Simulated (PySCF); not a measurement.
Computed shifts of a molecule GeH6OSi, KT2/pcSseg-1 in PySCF, GIAO, gas phase, equivalent atoms averaged, in ppm (number of nuclei): ²⁹Si: -11.1 (1). ¹H: 6.13 (1), 5.84 (1), 3.65 (3), -0.02 (1). References: ²⁹Si against TMS (σ = 361.9 ppm); ¹⁷O against H2O (σ = 330.4 ppm); ⁷³Ge against GeH4 (σ = 1669.3 ppm); ¹H against TMS (σ = 31.47 ppm), references at their B3LYP-D3(BJ)/def2-TZVP geometries, non-relativistic. Coordinates come from a ωB97X-D3(BJ)/def2-SVP optimisation. Other conformers were not sampled.

**Question.** Pick the molecule that these values belong to.
A. [OH][GeH2][SiH3]
B. [SiH3][O][GeH3]
C. O[SiH2][GeH3]

**Answer.** C, O[SiH2][GeH3]
